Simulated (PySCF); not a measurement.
Identify the compound

Molecular formula: C₃H₂F₃N₃Si. Simulated spectra:

¹H NMR (600 MHz, computed): δ 1.67 (br s, 2H).

¹³C{¹H} NMR (computed): δ 135.0, 119.9.

[PySCF: GFN2-xTB geometry; GIAO PBE0/pcSseg-1 shieldings; a single conformation; no solvent; one averaged value for each set of equivalent atoms; relativity neglected]

References, each an isolated molecule treated in the same way: TMS for ¹H (σref 31.72) and ¹³C (σref 186.93).

Q: What is the structure?

A: 
The formula gives 4 degrees of unsaturation (no ring in the answer). 2 carbon signals for 3 carbons: some carbons are equivalent by symmetry or fast rotation. Carbon types of the structure: 3 × C, leaving 2 H on heteroatoms. δC 135.0: CF3 carbon; 3 electronegative neighbours deshield it. δC 119.9: nitrile carbon; this is the usual window of a C≡N carbon, which has no attached hydrogen. δH 1.67: hydrogen on a nitrogen bonded to Si; labile proton, position sensitive to the medium.

These data were computed for SMILES N#C[Si](N)(C#N)C(F)(F)F.

The shifts were computed for this structure.

Exchangeable OH/NH protons stand at their gas-phase positions; hydrogen bonding in a real sample shifts them, mostly to higher δ. Splittings by ¹⁹F in the carbon and heteronuclear signals aren't shown, as no couplings were computed. Shifts are as computed. Against solution values, carbons near 30 ppm lie about +3 ppm off and those near 130 ppm about +5 ppm. Of 1309 compounds with measured shifts, 239 miss one by over three times the rms of a fit or turn the order of signals round; such compounds aren't used in these exercises.
